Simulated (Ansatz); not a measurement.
An input meant for the cluster Pd₂O⁺ (charge 1, doublet; scaled by 0.96).

```yaml
crystal:
  periodic: [false, false, false]
  atoms:
    - {symbol: Pd, position_ang: [-1.772057, -0.024639, -0.160422]}
    - {symbol: Pd, position_ang: [1.771972, 0.025532, 0.161372]}
    - {symbol: O, position_ang: [0.000095, -0.000883, -0.000950]}
basis:
  gaussian: {orbitals: def2-SVPD}
total_charge: 1
magnetization: {spin_polarized: true, initial_magnetization: 2}
hamiltonian: {xc: {name: r2SCAN}, pseudopotentials: {relativity: none}}
output: {forces: true}
```

```sh
$ ansatz run in.yaml --threads 4 --pin off --events-out ev --progress --plain --max-ram 3916MiB
```

Output, abridged:

```
Error: a molecule whose nuclei and cores have a total charge of 44 cannot have a net charge of 1 together with 2 unpaired electrons
```

In this input the number of unpaired electrons doesn't fit the electron count. The input was rejected before any iteration.
